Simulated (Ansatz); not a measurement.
Total energies of Pt2H3⁻ from Ansatz at PBE-D4/def2-TZVPD, gas phase (1 Eh = 27.2114 eV = 2625.5 kJ/mol). The reference geometry is relaxed at r2SCAN-D4/def2-TZVPD.

```xyz
5

Pt    1.053    1.126   -1.062
Pt   -0.200   -0.405    0.476
H    -0.767   -0.467    1.915
H     0.179    1.644   -2.201
H    -0.265   -1.898    0.871
```

```csv
state,geometry,energy (Eh)
charge -1 singlet,reference,-240.67239
charge 0 doublet,reference,-240.55952
charge -1 triplet,relaxed at r2SCAN-D4/def2-TZVPD,-240.62789
charge -1 quintet,relaxed at r2SCAN-D4/def2-TZVPD,-240.56002
```

In the def2 sets Pt takes a core potential; there is no spin–orbit coupling.

Work out the vertical ionisation energy to the doublet.

E(charge 0 doublet) − E(charge -1 singlet) = -240.55952 − (-240.67239) = 0.11287 Eh = 3.07 eV. For comparison, −ε of the highest occupied level is 0.09 eV at this level, 2.98 eV less.

Which of the charge -1 states is lowest, and how far above it are the others?

The singlet. triplet: -240.62789 − (-240.67239) = 0.04450 Eh = 116.8 kJ/mol; quintet: -240.56002 − (-240.67239) = 0.11237 Eh = 295.0 kJ/mol. The triplet differs in its bonds from the reference. The quintet differs in its bonds from the reference.

At PBE-D4/def2-TZVPD the highest occupied level of the charge -1 triplet lies above zero (up to 0.50 eV). The electron is either unbound and held by the finite basis, or the level is raised by self-interaction error. At PBE-D4/def2-TZVPD the highest occupied level of the charge -1 quintet lies above zero (up to 0.56 eV).

The structure comes from a short search, and lower isomers may exist.
